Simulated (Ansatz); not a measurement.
Ansatz (a quantum-chemistry and plane-wave program) input (PBE0/def2-TZVPD):

Ansatz 0.2 input:
```yaml
crystal:
  periodic: [false, false, false]
  atoms:
    - {symbol: C, position_ang: [-1.62031853, -0.91039641, 0.22479677]}
    - {symbol: B, position_ang: [-0.27445782, -0.10460642, 0.03016525]}
    - {symbol: S, position_ang: [-0.34372541, 1.64372667, -0.24531273]}
    - {symbol: S, position_ang: [1.34567204, -0.92232072, 0.08103191]}
    - {symbol: H, position_ang: [-1.69429391, -1.68740397, -0.54088478]}
    - {symbol: H, position_ang: [-2.51719573, -0.29410552, 0.17053886]}
    - {symbol: H, position_ang: [-1.60893180, -1.41015693, 1.19721187]}
    - {symbol: H, position_ang: [0.88347551, -2.16541835, 0.30202032]}
basis:
  gaussian:
    orbitals: def2-TZVPD
hamiltonian:
  xc: {name: PBE0}
magnetization: {spin_polarized: true, initial_magnetization: 1}
output: {forces: true}
```

End of the output:

```
integrals: 0.13 GiB planned
1173 factors; their error is unknown
0.34 GiB of the device are held for the grids
1.09 GiB of device memory are held for the factors and their scratch space
mean field: 1.12 GiB planned
mean field evaluation 1: about -23435.1816 eV, gradient 3.6e1 eV
mean field evaluation 2: about -23424.4191 eV, gradient 5.3e1 eV
mean field evaluation 4: about -23441.4921 eV, gradient 3.1e0 eV
mean field evaluation 8: about -23441.5407 eV, gradient 1.2e-1 eV
mean field evaluation 16: about -23441.5876 eV, gradient 3.4e-4 eV
mean field -23441.58762201 eV, -861.4624558301 hartree, gradient 2.5e-5 eV, S^2 0.755993; 1 other end points of the search recorded, 0 dependent functions left out
the calculation of the forces begins
reference -23441.58767402 eV, -861.4624577414 hartree; 24, 23 occupied and 178, 179 virtual orbitals, 1173 factors
Total energy: -23441.58767402 eV, -861.4624577414 hartree
Atom 0 at    -1.620319    -0.910396     0.224797 Å, force     0.081462     0.068641    -0.014950 eV/Å
Atom 1 at    -0.274458    -0.104606     0.030165 Å, force     0.027019    -0.075571     0.010727 eV/Å
Atom 2 at    -0.343725     1.643727    -0.245313 Å, force     0.019417    -0.089852     0.013379 eV/Å
Atom 3 at     1.345672    -0.922321     0.081032 Å, force    -0.093646     0.082917    -0.008627 eV/Å
Atom 4 at    -1.694294    -1.687404    -0.540885 Å, force     0.004454    -0.024404    -0.023495 eV/Å
Atom 5 at    -2.517196    -0.294106     0.170539 Å, force    -0.029519     0.029187    -0.003206 eV/Å
Atom 6 at    -1.608932    -1.410157     1.197212 Å, force     0.007051    -0.015971     0.029370 eV/Å
Atom 7 at     0.883476    -2.165418     0.302020 Å, force    -0.016237     0.025052    -0.003199 eV/Å
Dipole moment:    -0.222187    -0.292284     0.057535 e Å
```

It need not be the lowest isomer of its formula.
